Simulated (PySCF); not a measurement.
# Correlation energy of S³⁺ (sulfur, charge +3)

[Ne] 3s2 3p1, 2P determinant. All numbers are calculated (PySCF 2.14, no relativity, point nucleus, in aug-cc-pV(D+d)Z (5s4p3d, 32 functions)). Frozen: [Ne]; 3 electrons correlated.

```
  level  correlation energy (mhartree)
   CCSD                         -64.27
    (T)                          -0.64
CCSD(T)                         -64.91
  CCSDT                         -65.20
    FCI                         -65.20
```

Diagnostics: T1 = 0.0096, D1 = 0.0229, largest double amplitude 0.110, weight of the Hartree-Fock determinant in FCI 0.9512 (9477 determinants).

Task: Is a single reference adequate?

Result: Mostly. T1 lies below 0.03, but a double amplitude of this size points to a near-degeneracy that CCSD handles and MP2 describes poorly.
